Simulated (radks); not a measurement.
All-electron atom: the tungsten ion W48+ in [Ar] 3d8 (the NIST ground configuration). Calculated with a radial shooting solver on a logarithmic mesh with Libxc functionals: scalar-relativistic Kohn-Sham, BLYP, spin-polarised, spherical densities, finite nucleus; open shells are filled with parallel spins first (spin-orbit coupling, left out, can overturn this in heavy ions); Fermi nuclear charge, rms radius 5.3658 fm.

Normalised radial functions P(r) = r R(r), r in bohr:

| r | 3d up | 3d down |
|---|---|---|
| 0.001802 | 0.0002 | 0.0002 |
| 0.002501 | 0.0005 | 0.0005 |
| 0.003472 | 0.0011 | 0.0011 |
| 0.004819 | 0.0028 | 0.0028 |
| 0.006637 | 0.0065 | 0.0065 |
| 0.009213 | 0.0156 | 0.0156 |
| 0.01279 | 0.0367 | 0.0366 |
| 0.01775 | 0.0840 | 0.0840 |
| 0.02445 | 0.1818 | 0.1817 |
| 0.03394 | 0.3798 | 0.3795 |
| 0.04712 | 0.7348 | 0.7342 |
| 0.06541 | 1.2804 | 1.2792 |
| 0.09007 | 1.9223 | 1.9200 |
| 0.125 | 2.4225 | 2.4196 |
| 0.1736 | 2.3774 | 2.3764 |
| 0.241 | 1.6672 | 1.6695 |
| 0.3318 | 0.7596 | 0.7628 |
| 0.4606 | 0.1823 | 0.1838 |
| 0.6395 | 0.0187 | 0.0189 |

3d up: eigenvalue -4283.3 eV, 0 radial nodes, <r> = 0.174 bohr, 90 % of the charge inside 0.267 bohr. 3d down: eigenvalue -4271.2 eV, 0 radial nodes, <r> = 0.174 bohr, 90 % of the charge inside 0.267 bohr.
